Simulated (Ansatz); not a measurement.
`CBO[SiH2]F` + `C=CCC#CC` → `CBCC#CC` + `C=CO[SiH2]F`  (formal exchange of groups at a B–O bond)

Gas-phase electronic energies from Ansatz, PBE0-D4/def2-TZVP geometries. CBS: MP2 limit from def2 TZ/QZ plus the TZ coupled-cluster correction, frozen cores. Functionals use def2-TZVPP. B3LYP here is the variant with VWN-RPA as its local correlation; programs differ in this. One conformer a species, not always the lowest.

`CBO[SiH2]F`:

Z-matrix (Å, degrees):
```
C
B 1 1.556
H 1 1.096 2 110.0
H 1 1.096 2 109.7 3 -115.1
H 1 1.091 2 113.8 3 122.6
O 2 1.363 1 120.6 3 -123.2
H 2 1.207 1 121.5 3 56.6
Si 6 1.637 2 131.8 1 -177.5
F 8 1.591 6 108.3 2 101.6
H 8 1.479 6 110.8 2 -16.6
H 8 1.475 6 108.1 2 -141.8
```

`C=CCC#CC`:

Cartesian coordinates in Å:
```
C 0.564 2.709 0.843
C 0.929 1.563 0.290
C 0.787 0.222 0.950
C 0.033 -0.723 0.137
C -0.589 -1.486 -0.553
C -1.344 -2.409 -1.379
H 0.118 2.744 1.832
H 0.697 3.653 0.328
H 1.363 1.553 -0.707
H 0.308 0.341 1.927
H 1.784 -0.195 1.141
H -1.743 -1.905 -2.263
H -0.718 -3.238 -1.719
H -2.188 -2.830 -0.826
```

`CBCC#CC`:

Cartesian coordinates in Å:
```
C -1.900 -0.217 -1.044
B -1.403 -0.148 0.434
C -0.522 -1.291 1.068
C 0.652 -0.522 0.690
C 1.463 0.277 0.287
C 2.483 1.197 -0.174
H -2.952 -0.538 -1.005
H -1.367 -0.944 -1.661
H -1.905 0.752 -1.549
H -1.689 0.779 1.139
H -0.588 -1.418 2.149
H -0.550 -2.258 0.562
H 2.439 2.139 0.377
H 3.481 0.772 -0.036
H 2.358 1.419 -1.237
```

`C=CO[SiH2]F`:

Cartesian coordinates in Å:
```
C 0.034 -1.485 1.488
C -0.064 -0.829 0.345
O -0.144 0.527 0.287
Si -0.041 1.454 -1.056
F 1.482 1.670 -1.466
H 0.067 -0.965 2.436
H 0.082 -2.565 1.481
H -0.099 -1.341 -0.616
H -0.617 2.764 -0.706
H -0.699 0.771 -2.193
```

CCSD(T)/CBS gives +167.8 kJ/mol.

**Question.** Another level gave +186.6 kJ/mol. Which?
A. HF/def2-TZVPP
B. SCS-MP2/def2-TZVPP
C. B3LYP/def2-TZVPP
D. r2SCAN/def2-TZVPP

**Answer.** A. HF/def2-TZVPP 186.6, B3LYP 163.9, SCS-MP2/def2-TZVPP 170.1, r2SCAN 151.7 kJ/mol.

Largest T1 diagnostic among the species: 0.012.

The D4 term adds −3.7 kJ/mol with B3LYP and −2.1 kJ/mol with PBE0; it sums over pairs of atoms, weighted by their polarisabilities, and B3LYP, whose exchange is more repulsive, gets the larger term. In def2-TZVPP, CCSD(T) changes the Hartree–Fock value by −19.8 kJ/mol (the triples alone add −4.3 kJ/mol) and MP2 by −20.5 kJ/mol.
